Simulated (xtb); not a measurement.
C4H4N, charge -1, singlet, at a GFN2-xTB geometry. Base run: xtb with GFN2-xTB.

Input for xtb:
```
$ xtb mol.xyz --gfn 2 --chrg -1 --json

# file mol.xyz
9

N      0.00135108     0.00173308     1.21751097
C     -0.01500549     1.06923896     0.39319322
C      0.01588149    -1.06811529     0.39620139
C     -0.01118107     0.70029452    -0.93977087
C      0.00909751    -0.70296717    -0.93779588
H     -0.02908580     2.07570398     0.80242499
H      0.03087320    -2.07341123     0.80826457
H     -0.02164288     1.35671867    -1.80402983
H      0.01764323    -1.36184916    -1.80020364
```

Each row names what was changed in the base input (with any setting that the change needs).

| change | ΔE vs base (kcal/mol) | HOMO-LUMO gap (eV) | G_solv (kcal/mol) | SCF cycles |
|---|---|---|---|---|
| base | 0.000 | 5.43 | - | 9 |
| etemp = 5000 | -0.120 | 5.43 | - | 9 |
| etemp = 3000 | -0.001 | 5.43 | - | 9 |
| gbsa = toluene | -50.92 | 5.39 | -51.15 | 10 |
| acc = 0.1 | 0.000 | 5.43 | - | 11 |
| acc = 0.0001 | 0.000 | 5.43 | - | 15 |
| alpb = thf | -53.27 | 5.40 | -53.36 | 10 |
| gbsa = thf | -50.34 | 5.42 | -50.60 | 10 |
| file = coord | 0.000 | 5.43 | - | 9 |

ALPB and GBSA are two models with their own fitted parameters for each solvent, which aren't always the measured dielectric constant.
